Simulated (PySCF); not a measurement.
**Question.** Write Cartesian coordinates for `C=C(C)[SiH2]C#N` as optimised with PBE0-D3(BJ)/def2-SVP.

**Answer.** 
```
atom  x, y, z in Å
C1    -1.104    1.593    0.454
C2    -0.602    0.392    0.132
C3    -1.388   -0.882    0.237
Si4    1.160    0.303   -0.488
C5     2.097   -0.895    0.594
N6     2.634   -1.653    1.289
H7    -2.136    1.705    0.809
H8    -0.514    2.512    0.383
H9    -1.455   -1.392   -0.738
H10   -2.411   -0.695    0.597
H11   -0.902   -1.589    0.929
H12    1.843    1.621   -0.399
H13    1.254   -0.255   -1.868
```

Any rigid rotation of these coordinates is as good. Atoms count from 1 in this order. Of the pairs four or more bonds apart, H7···H10 is among the closest relative to their van der Waals radii: 2.42 Å, 101 % of the sum of Bondi's values. The 2 C–C bonds span 1.341 Å (C1=C2, drawn double) to 1.501 Å (C2–C3, drawn single), a spread of 0.160 Å. Si4 (SiH2 silicon) is distorted tetrahedral (angles from 105.4° to 112.6°).

Bonds between heavy atoms (Å): C1=C2 1.341, C2–C3 1.501, C2–Si4 1.870, Si4–C5 1.866, C5≡N6 1.160.

Theory: PySCF, PBE0-D3(BJ)/def2-SVP geometry optimisation, gas phase.

Point group: C1 (no symmetry element, even within 0.4 Å). Whether it is a minimum is left open (no frequencies). One conformer, not necessarily the lowest (C1–C2–Si4–C5 125°).
